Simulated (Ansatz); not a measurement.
CdMe(SiH3) (CH6CdSi). Total charge 0; triplet. Geometry r2SCAN-D4/def2-TZVP, that of the neutral singlet; atoms count from 1.

```csv
atom,x (Å),y (Å),z (Å)
Cd1,-0.1779,0.0159,0.1447
C2,-1.9128,0.1195,1.3700
H3,-2.7841,0.3856,0.7678
H4,-1.7876,0.8723,2.1510
H5,-2.1010,-0.8456,1.8450
Si6,1.8509,-0.1135,-1.3185
H7,3.1030,-0.3648,-0.5491
H8,2.0701,1.1434,-2.0905
H9,1.7394,-1.2127,-2.3204
```

In the def2 sets Cd takes a core potential; there is no spin–orbit coupling. At PBE0-D4/def2-TZVP a singlet of charge 0 lies 4.31 eV below the triplet at the same geometry.

(1) Estimate the Mulliken populations from the PBE0/def2-TZVP orbitals of Ansatz.

(2) Where does the spin sit?

(3) And the Mayer bond orders between heavy atoms (over 0.3)?

## Answers

(1) 
```csv
atom,charge (e),spin (α − β),d electrons
Cd1,0.12,0.79,9.94
C2,-0.57,0.39,–
H3,0.17,0.00,–
H4,0.16,-0.01,–
H5,0.16,0.00,–
Si6,-0.08,0.72,–
H7,0.01,0.06,–
H8,0.01,0.05,–
H9,0.01,0.02,–
```
Mulliken values depend strongly on the basis.

(2) Summed by element: Cd 0.79, C 0.39, H 0.11, Si 0.72, of 2 unpaired in all. Largest on single atoms: Cd1 0.79, Si6 0.72, C2 0.39.

(3) Cd1–C2 0.79 (2.13 Å); Cd1–Si6 0.92 (2.50 Å).
